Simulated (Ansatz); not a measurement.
`OB(S)[SiH2]Cl` and `CCB(O)S` differ in one atom or group.

Ansatz, PBE0-D4/def2-TZVP geometries, multiplicity 1. Each molecule was computed in one conformer, which needn't be the lowest.

```csv
property,`OB(S)[SiH2]Cl`
HOMO–LUMO gap (B3LYP/def2-TZVPP) / eV,6.49
size of the dipole moment (B3LYP/def2-TZVPP) / D,2.69
LUMO energy (PBE0/def2-TZVPP) / eV,-1.07
HOMO energy (PBE0/def2-TZVPP) / eV,-7.97
size of the dipole moment (ωB97M-V/def2-TZVPP) / D,2.71
LUMO energy (B3LYP/def2-TZVPP) / eV,-1.22
```

Give the same properties after the change, and the shifts. (An estimate is asked.)

Computed: 
```
                                          property  `CCB(O)S`  shift
             HOMO–LUMO gap (B3LYP/def2-TZVPP) / eV       7.20   0.71
  size of the dipole moment (B3LYP/def2-TZVPP) / D       0.30  -2.39
                LUMO energy (PBE0/def2-TZVPP) / eV       0.17   1.24
                HOMO energy (PBE0/def2-TZVPP) / eV      -7.61   0.36
size of the dipole moment (ωB97M-V/def2-TZVPP) / D       0.28  -2.43
               LUMO energy (B3LYP/def2-TZVPP) / eV      -0.16   1.06
```

With PBE0 the HOMO rises by 0.36 eV and the LUMO rises by 1.24 eV, so the gap widens by about 0.88 eV. PBE moves the HOMO by 0.40 eV and ωB97M-V by 0.33 eV. Dipoles are sizes alone; their direction can turn.

B3LYP here is the variant with VWN-RPA as its local correlation; programs differ in this.
